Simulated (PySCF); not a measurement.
## Stretching SnCl

Set-up: PySCF, scalar-relativistic core potentials, basis sets Sn def2-SVPD with ECP28, Cl def2-SVPD. Energies in eV from Sn + Cl in their ground configurations at the same level. State: ²Π (doublet), unpaired electrons π ↑.

All columns are UHF. A positive dipole means Sn(−)Cl(+).

```json
{"R (Å)": "2.079", "E (eV)": "-1.465", "μ (D)": "-0.77", "Mulliken charge on Sn (basis-dependent)": "0.66", "HOMO (eV)": "-6.76", "LUMO (eV)": "0.09", "Mayer bond order": "0.73", "⟨S²⟩": "0.77"}
{"R (Å)": "2.176", "E (eV)": "-2.096", "μ (D)": "-1.49", "Mulliken charge on Sn (basis-dependent)": "0.67", "HOMO (eV)": "-6.96", "LUMO (eV)": "-0.07", "Mayer bond order": "0.68", "⟨S²⟩": "0.77"}
{"R (Å)": "2.273", "E (eV)": "-2.446", "μ (D)": "-2.22", "Mulliken charge on Sn (basis-dependent)": "0.68", "HOMO (eV)": "-7.15", "LUMO (eV)": "-0.24", "Mayer bond order": "0.64", "⟨S²⟩": "0.76"}
{"R (Å)": "2.345", "E (eV)": "-2.576", "μ (D)": "-2.77", "Mulliken charge on Sn (basis-dependent)": "0.68", "HOMO (eV)": "-7.30", "LUMO (eV)": "-0.36", "Mayer bond order": "0.62", "⟨S²⟩": "0.76"}
{"R (Å)": "2.418", "E (eV)": "-2.623", "μ (D)": "-3.32", "Mulliken charge on Sn (basis-dependent)": "0.69", "HOMO (eV)": "-7.44", "LUMO (eV)": "-0.48", "Mayer bond order": "0.60", "⟨S²⟩": "0.76"}
{"R (Å)": "2.490", "E (eV)": "-2.606", "μ (D)": "-3.87", "Mulliken charge on Sn (basis-dependent)": "0.69", "HOMO (eV)": "-7.58", "LUMO (eV)": "-0.60", "Mayer bond order": "0.58", "⟨S²⟩": "0.76"}
{"R (Å)": "2.587", "E (eV)": "-2.513", "μ (D)": "-4.60", "Mulliken charge on Sn (basis-dependent)": "0.70", "HOMO (eV)": "-7.76", "LUMO (eV)": "-0.75", "Mayer bond order": "0.56", "⟨S²⟩": "0.76"}
{"R (Å)": "2.708", "E (eV)": "-2.323", "μ (D)": "-5.51", "Mulliken charge on Sn (basis-dependent)": "0.70", "HOMO (eV)": "-7.98", "LUMO (eV)": "-0.93", "Mayer bond order": "0.54", "⟨S²⟩": "0.76"}
{"R (Å)": "2.853", "E (eV)": "-2.034", "μ (D)": "-6.59", "Mulliken charge on Sn (basis-dependent)": "0.71", "HOMO (eV)": "-8.23", "LUMO (eV)": "-1.15", "Mayer bond order": "0.51", "⟨S²⟩": "0.76"}
{"R (Å)": "3.047", "E (eV)": "-1.610", "μ (D)": "-7.99", "Mulliken charge on Sn (basis-dependent)": "0.73", "HOMO (eV)": "-8.55", "LUMO (eV)": "-1.42", "Mayer bond order": "0.48", "⟨S²⟩": "0.76"}
```

A fit through these points gives, at Re = 2.432 Å, μ = -3.43 D and dμ/dR = -7.59 D/Å; the reduced mass is 27.07 u.

Question: How strong is the fundamental in the double-harmonic approximation, I = 42.26·(dμ/dR)²/μred km/mol?

Answer: I = 42.26·(-7.59)²/27.07 = 89.9 km/mol at UHF.

Spin–orbit coupling is left out, which matters for elements this heavy, above all for dissociation energies. Hartree–Fock leaves out correlation, which carries a large part of most bond energies and some tenths to 1 eV of ionisation energies. The state was picked by a PBE0 search and need not be the measured ground state.
